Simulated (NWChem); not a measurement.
System: SiH₄SeO₂; SMILES [SiH](O)(O)[SeH]

Excerpt of the output:

```
             Northwest Computational Chemistry Package (NWChem) 7.3.0
             --------------------------------------------------------

 C1  symmetry detected

                             Geometry "geometry" -> ""
                             -------------------------

 Output coordinates in angstroms (scale by  1.889725989 to convert to a.u.)

  No.       Tag          Charge          X              Y              Z
 ---- ---------------- ---------- -------------- -------------- --------------
    1 Si                  14.0000    -0.00858526    -1.00153992     0.38008362
    2 O                    8.0000    -1.43290529    -1.57282734    -0.23673522
    3 O                    8.0000     1.36602438    -1.66366778    -0.26202785
    4 Se                  34.0000    -0.02067190     1.25232530    -0.03177076
    5 H                    1.0000     0.00147534    -1.37254484     1.80741995
    6 H                    1.0000    -1.68534278    -1.29319855    -1.12182245
    7 H                    1.0000     1.61800858    -1.38066987    -1.14657080
    8 H                    1.0000     1.42394425     1.38087279     0.21011298

 Effective nuclear repulsion energy (a.u.)     344.8647516006

                                 NWChem DFT Module
                                 -----------------

 Summary of "ao basis" -> "ao basis" (spherical)
 ------------------------------------------------------------------------------
       Tag                 Description            Shells   Functions and Types
 ---------------- ------------------------------  ------  ---------------------
 Si                         def2-svp                 8       18   4s3p1d
 O                          def2-svp                 6       14   3s2p1d
 Se                         def2-svp                12       32   5s4p3d
 H                          def2-svp                 3        5   2s1p

            General Information
            -------------------
          SCF calculation type: DFT
          Wavefunction type:  closed shell.
          No. of atoms     :     8
          No. of electrons :    68
           Alpha electrons :    34
            Beta electrons :    34
          Charge           :     0
          Spin multiplicity:     1
          Use of symmetry is: off; symmetry adaption is: off
          Maximum number of iterations: 150
          AO basis - number of functions:    98
                     number of shells:    44
          Convergence on energy requested:  1.00D-06
          Convergence on density requested:  1.00D-05
          Convergence on gradient requested:  5.00D-04

              XC Information
              --------------
                        Slater Exchange Functional  1.000 local
                      VWN V Correlation Functional  1.000 local

             Grid Information
             ----------------
          Grid used for XC integration:  medium
          Radial quadrature: Mura-Knowles
          Angular quadrature: Lebedev.
          Tag              B.-S. Rad. Rad. Pts. Rad. Cut. Ang. Pts.
          ---              ---------- --------- --------- ---------
          Si                  1.10       88           9.0       590
          O                   0.60       49          11.0       434
          Se                  1.15      112          10.0       590
          H                   0.35       45          11.0       434
          Grid pruning is: on
          Number of quadrature shells:   478
          Spatial weights used:  Erf1

      Superposition of Atomic Density Guess
      -------------------------------------

 Sum of atomic energies:       -2839.62975335

      Non-variational initial energy
      ------------------------------

 Total energy =   -2840.832821
 1-e energy   =   -4638.991094
 2-e energy   =    1453.293522
 HOMO         =      -0.297367
 LUMO         =       0.059076

   convergence    iter        energy       DeltaE   RMS-Dens  Diis-err
 ---------------- ----- ----------------- --------- --------- ---------
 d= 0,ls=0.0,diis     1  -2837.7340907479 -3.18D+03  2.00D-02  1.46D+00
 d= 0,ls=0.0,diis     2  -2837.4802580950  2.54D-01  1.45D-02  3.75D+00
 d= 0,ls=0.0,diis     3  -2837.8379129374 -3.58D-01  3.22D-03  1.90D-01
 d= 0,ls=0.0,diis     4  -2837.8530248860 -1.51D-02  1.66D-03  2.39D-02
 d= 0,ls=0.0,diis     5  -2837.8552651060 -2.24D-03  5.59D-04  1.66D-03
  Resetting Diis
 d= 0,ls=0.0,diis     6  -2837.8555356010 -2.70D-04  9.77D-05  4.61D-05
 d= 0,ls=0.0,diis     7  -2837.8555443162 -8.72D-06  4.57D-05  4.26D-06
 d= 0,ls=0.0,diis     8  -2837.8555436217  6.94D-07  2.64D-05  8.89D-06
 d= 0,ls=0.0,diis     9  -2837.8555450236 -1.40D-06  3.59D-06  2.42D-07
 d= 0,ls=0.0,diis    10  -2837.8555450483 -2.47D-08  9.41D-07  1.26D-08

         Total DFT energy =    -2837.855545048320
      One electron energy =    -4641.561390424165
           Coulomb energy =     1579.944654229272
    Exchange-Corr. energy =     -121.103560453983
 Nuclear repulsion energy =      344.864751600556

 Numeric. integr. density =       67.999994273442

                       DFT Final Molecular Orbital Analysis
                       ------------------------------------

 Vector   32  Occ=2.000000D+00  E=-2.790579D-01
              MO Center= -1.7D-01, -1.5D+00, -2.1D-01, r^2= 2.8D+00
   Bfn.  Coefficient  Atom+Function         Bfn.  Coefficient  Atom+Function
  ----- ------------  ---------------      ----- ------------  ---------------
    36      0.332145  3 O  px                23     -0.317692  2 O  py
    22      0.299355  2 O  px                39      0.240973  3 O  px
    26     -0.237847  2 O  py                25      0.216311  2 O  px
    37      0.183468  3 O  py                24     -0.179105  2 O  pz
    38      0.176246  3 O  pz                40      0.142421  3 O  py

 Vector   33  Occ=2.000000D+00  E=-2.633569D-01
              MO Center=  1.1D-01, -1.9D-02,  1.2D-02, r^2= 4.2D+00
   Bfn.  Coefficient  Atom+Function         Bfn.  Coefficient  Atom+Function
  ----- ------------  ---------------      ----- ------------  ---------------
    62      0.370259  4 Se py                59      0.364605  4 Se py
    37      0.312280  3 O  py                56     -0.228843  4 Se py
    40      0.223841  3 O  py                23      0.220781  2 O  py
     9     -0.159747  1 Si py                26      0.155366  2 O  py
    80      0.144890  5 H  s                 79      0.142080  5 H  s

 Vector   34  Occ=2.000000D+00  E=-2.207566D-01
              MO Center=  1.9D-02,  1.0D+00,  5.8D-03, r^2= 2.3D+00
   Bfn.  Coefficient  Atom+Function         Bfn.  Coefficient  Atom+Function
  ----- ------------  ---------------      ----- ------------  ---------------
    63      0.566507  4 Se pz                60      0.467752  4 Se pz
    57     -0.301246  4 Se pz                62      0.139580  4 Se py
    61     -0.113744  4 Se px                80     -0.102229  5 H  s
    59      0.098895  4 Se py                54      0.098124  4 Se pz
    58     -0.093067  4 Se px                37      0.089447  3 O  py

 Vector   35  Occ=0.000000D+00  E=-2.902647D-02
              MO Center=  3.6D-01,  7.6D-01, -2.9D-02, r^2= 4.5D+00
   Bfn.  Coefficient  Atom+Function         Bfn.  Coefficient  Atom+Function
  ----- ------------  ---------------      ----- ------------  ---------------
    95      1.065619  8 H  s                 61     -0.758823  4 Se px
    51     -0.436777  4 Se s                 21     -0.343024  2 O  s
    85      0.333271  6 H  s                 94      0.317563  8 H  s
    50     -0.254060  4 Se s                 58     -0.247214  4 Se px
    11     -0.245417  1 Si px                62     -0.226745  4 Se py

 Vector   36  Occ=0.000000D+00  E=-3.340828D-05
              MO Center=  3.9D-01, -6.2D-01, -5.1D-01, r^2= 5.0D+00
   Bfn.  Coefficient  Atom+Function         Bfn.  Coefficient  Atom+Function
  ----- ------------  ---------------      ----- ------------  ---------------
     4      0.717273  1 Si s                 35     -0.620881  3 O  s
    90      0.601012  7 H  s                 62      0.498290  4 Se py
     3      0.379942  1 Si s                 85      0.377956  6 H  s
    80     -0.339514  5 H  s                 21     -0.324484  2 O  s
    50     -0.287219  4 Se s                  2      0.218772  1 Si s

 Vector   37  Occ=0.000000D+00  E= 1.155346D-02
              MO Center=  2.1D-01, -3.5D-01,  2.1D-01, r^2= 5.0D+00
   Bfn.  Coefficient  Atom+Function         Bfn.  Coefficient  Atom+Function
  ----- ------------  ---------------      ----- ------------  ---------------
    12      0.814931  1 Si py                51     -0.688128  4 Se s
     4      0.662710  1 Si s                 62      0.581817  4 Se py
    95      0.489921  8 H  s                 80     -0.411705  5 H  s
    90     -0.404948  7 H  s                 35      0.334860  3 O  s
    63     -0.312606  4 Se pz                 9      0.306025  1 Si py

     Multipole analysis of the density
     ---------------------------------

     L   x y z        total         alpha         beta         nuclear
     -   - - -        -----         -----         ----         -------
     0   0 0 0     -0.000000    -34.000000    -34.000000     68.000000

     1   1 0 0      0.267981      0.133990      0.133990     -0.000000
     1   0 1 0      0.157750      0.078875      0.078875      0.000000
     1   0 0 1     -0.831230     -0.415615     -0.415615     -0.000000

     2   2 0 0    -31.031915    -84.893584    -84.893584    138.755254
     2   1 1 0      1.108301     -1.229260     -1.229260      3.566821
     2   1 0 1      0.509595     -0.038490     -0.038490      0.586575
     2   0 2 0    -36.011205   -226.319884   -226.319884    416.628563
     2   0 1 1      2.224158     -0.007776     -0.007776      2.239710
     2   0 0 2    -29.870303    -30.895042    -30.895042     31.919782

                                 NWChem DFT Module
                                 -----------------

            General Information
            -------------------
          SCF calculation type: DFT
          Wavefunction type:  spin polarized.
          No. of atoms     :     8
          No. of electrons :    67
           Alpha electrons :    34
            Beta electrons :    33
          Charge           :     1
          Spin multiplicity:     2
          Use of symmetry is: off; symmetry adaption is: off
          Maximum number of iterations: 150
          AO basis - number of functions:    98
                     number of shells:    44
          Convergence on energy requested:  1.00D-06
          Convergence on density requested:  1.00D-05
          Convergence on gradient requested:  5.00D-04

              XC Information
              --------------
                        Slater Exchange Functional  1.000 local
                      VWN V Correlation Functional  1.000 local

             Grid Information
             ----------------
          Grid used for XC integration:  medium
          Radial quadrature: Mura-Knowles
          Angular quadrature: Lebedev.
          Tag              B.-S. Rad. Rad. Pts. Rad. Cut. Ang. Pts.
          ---              ---------- --------- --------- ---------
          Si                  1.10       88           9.0       590
          O                   0.60       49          11.0       434
          Se                  1.15      112          10.0       590
          H                   0.35       45          11.0       434
          Grid pruning is: on
          Number of quadrature shells:   478
          Spatial weights used:  Erf1

      Superposition of Atomic Density Guess
      -------------------------------------

 Sum of atomic energies:       -2839.62975335

 Renormalizing density from      68.00 to     67

      Non-variational initial energy
      ------------------------------

 Total energy =   -2815.041997
 1-e energy   =   -4570.770637
 2-e energy   =    1410.863888
 HOMO         =      -0.633239
 LUMO         =      -0.220921

[...]
```

Level: LDA (Slater exchange, VWN5)/def2-SVP, vertical spin-unrestricted ions. The geometry was optimised at PBE0/def2-SVP.

Q: Reconstruct the input file.

A: One answer among several that fit: the input that was run:
```
start job
memory heap 200 mb stack 900 mb global 1100 mb
geometry units angstroms noautoz
  Si    -0.003622    -0.989841     0.483904
  O     -1.262943    -1.699973    -0.319430
  O      1.495009    -1.613516     0.159240
  Se    -0.048842     1.216921    -0.130779
  H     -0.235448    -1.240311     1.918671
  H     -1.363375    -1.511094    -1.257265
  H      1.889738    -1.389002    -0.689160
  H      1.319846     1.457070     0.349814
end
basis spherical
  * library def2-svp
end
dft
  xc slater vwn_5
  iterations 150
  vectors input atomic output neutral.movecs
end
task dft energy
charge 1
dft
  odft
  mult 2
  vectors input atomic output cation.movecs
end
task dft energy
```
